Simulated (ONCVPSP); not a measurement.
## What one change does to a pseudopotential (hafnium (Hf), ONCV)

ONCVPSP 4.0.1 input, shortened (lines: element, Z, core and valence counts, functional; n l f; lmax; l rc ep ncon nbas qcut; lloc lpopt rc5 dvloc0; l nproj debl; icmod fcfact rcfact), PBE, scalar-relativistic:

```
  Hf 72.00    9    5        4      upf
    1    0    2.00
    2    0    2.00
    2    1    6.00
    3    0    2.00
    3    1    6.00
    3    2   10.00
    4    0    2.00
    4    1    6.00
    4    2   10.00
    4    3   14.00
    5    0    2.00
    5    1    6.00
    5    2    2.50
    6    0    1.50
    3
    0    1.85    0.00    4    8    5.10
    1    1.80    0.00    3    7    9.70
    2    3.05    0.00    5   10    6.20
    3    0.75    0.00    4    8   22.10
    4    5    0.50    2.00
    0    2    1.00
    1    1    3.90
    2    2    3.70
    3    1    1.70
    3    3.75    1.20
```

Change: d: qcut 3.9.

Cutoffs: the cutoffs (Ha) at which the residual kinetic energy of the hardest occupied pseudo-wave falls to 1 and 0.1 mHa per electron; they do not see the model core or the augmentation charge, which bear on the density cutoff. Errors are all-electron minus pseudo energies relative to the spin-unpolarised reference configuration.

**Question.** Predict the effect on cutoff, ghosts and configuration errors.

**Answer.** The potential gets neither clearly harder nor softer (215 Ha and 235 Ha → 215 Ha and 235 Ha); both files keep a bound ghost (d, p, s); of the 3 tests that both files solve, the error grows in 3 and shrinks in 0 by more than 15 % and 0.3 meV (median size 1.7 → 6.2 meV); the range in which the d phases agree narrows (upper end at the end of the scan → 0.6).

| quantity | base | changed |
| --- | --- | --- |
| cutoff, loose | 215 Ha | 215 Ha |
| cutoff, tight | 235 Ha | 235 Ha |
| loose cutoff by channel | s 11 Ha, p 27 Ha, d 10 Ha, f 215 Ha | s 11 Ha, p 27 Ha, d 7.3 Ha, f 215 Ha |
| bound ghosts | s, p, d | s, p, d |
| GHOST(+) flags under 300 eV | s at 19.1 eV | s at 19.1 eV |
| tests with a reliable result | 3 of 4 | 3 of 4 |
| error for 4f14 5s2 5p6 5d2 6s2, meV [ΔE -1.26 eV] | +1.7 | +6.2 |
| error for 4f14 5s2 5p6 5d2 6s1, meV [ΔE 6.72 eV] | -0.8 | -1.7 |
| error for 4f14 5s2 5p6 5d2 6s0, meV [ΔE 20.90 eV] | -8.2 | -23 |
| s: phases at 1.88 bohr within 0.05 rad from the reference energy up to (Ha; the scan ends near 5) | 0.5 | 0.5 |
| p: phases at 1.82 bohr within 0.05 rad from the reference energy up to (Ha; the scan ends near 5) | 1.1 | 1.1 |
| d: phases at 3.09 bohr within 0.05 rad from the reference energy up to (Ha; the scan ends near 5) | to the end of the scan | 0.6 |
| f: phases at 0.76 bohr within 0.05 rad from the reference energy up to (Ha; the scan ends near 5) | to the end of the scan | to the end of the scan |
| rms error of d²Exc/dni dnj with the model core, mHa | 3.07 | 3.11 |

 A true bound ghost makes a file unfit for plane-wave use even where its test errors are small: the radial tests pick states by their node count and pass the ghost by.
